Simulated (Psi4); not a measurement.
MoSOF2 (SMILES [O]=[Mo]([F])([F])=[S]): entropy by statistical mechanics

A singlet with charge 0, relaxed at PBE0-D4/def2-TZVP (density fitting, core potential) (Psi4 1.11):

```xyz
5

O     0.5449   -0.9391    1.2918
Mo   -0.0985   -0.0848    0.0239
F    -1.4693    0.9684    0.6327
F    -0.6358   -1.2501   -1.2849
S     1.4211    1.1414   -0.7343
```

Harmonic wavenumbers in cm⁻¹: 184, 198, 221, 290, 305, 600, 708, 734, 1074.

Masses in u: O 15.999, Mo 95.95, F 18.998, S 32.06. Take T = 298.15 K, p = 1 bar, R = 8.3145 J/(mol K), kT/hc = 207.22 cm⁻¹, rigid rotor and harmonic oscillator.

Q: Compute the standard molar entropy.

A: 
1. Translation (Sackur–Tetrode): S = R[3/2 ln M + 5/2 ln T − 1.1517] with M = 182.005 gives 173.8 J/(mol K).
2. Rotation: principal moments 153.343, 216.511, 239.729 u Å² give A, B, C = 0.1099, 0.0779, 0.0703 cm⁻¹; the symmetry number is σ = 1; q = (√π/σ)√((kT/hc)³/ABC) = 215515; S = R(ln q + 3/2) = 114.6.
3. Vibration: with u = ν̃/207.22, each mode gives R[u/(eᵘ − 1) − ln(1 − e⁻ᵘ)]; the sum is 43.2, most from 184 cm⁻¹ (9.6), 198 cm⁻¹ (9.0), 221 cm⁻¹ (8.2).
4. Spin: R ln 1 = 0.0.
5. Sum: 173.8 + 114.6 + 43.2 + 0.0 = 331.6 J/(mol K).

No measured value is set beside it here.
